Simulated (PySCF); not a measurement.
AlF₂H₄NO₂Si, SMILES [OH][Al]([OH])[NH][SiH](F)F. Geometry: B3LYP-D3(BJ)/def2-SVP. The structure was generated by enumeration; whether it is a known compound was not checked. The values are those of a single conformer.

Computed equilibrium geometry at B3LYP-D3(BJ)/def2-SVP (PySCF confirms it by a frequency run) as bond lengths and angles, and its point group (one conformer of several):
point group Cs.
Atoms: Si1 F2 F3 N4 Al5 O6 O7 H8 H9 H10 H11. Bonds (Å): Si1–F2 1.621, Si1–F3 1.621, Si1–N4 1.707, Si1–H8 1.469, N4–Al5 1.793, N4–H9 1.020, Al5–O6 1.695, Al5–O7 1.694, O6–H10 0.959, O7–H11 0.961. Bond angles (°): F2–Si1–F3 103.7, F2–Si1–N4 111.0, F2–Si1–H8 109.6, F3–Si1–N4 111.0, F3–Si1–H8 109.6, N4–Si1–H8 111.6, Si1–N4–Al5 128.9, Si1–N4–H9 114.2, Al5–N4–H9 116.9, N4–Al5–O6 123.2, N4–Al5–O7 116.1, O6–Al5–O7 120.7, Al5–O6–H10 129.9, Al5–O7–H11 125.3.
Charge 0, spin multiplicity 1.
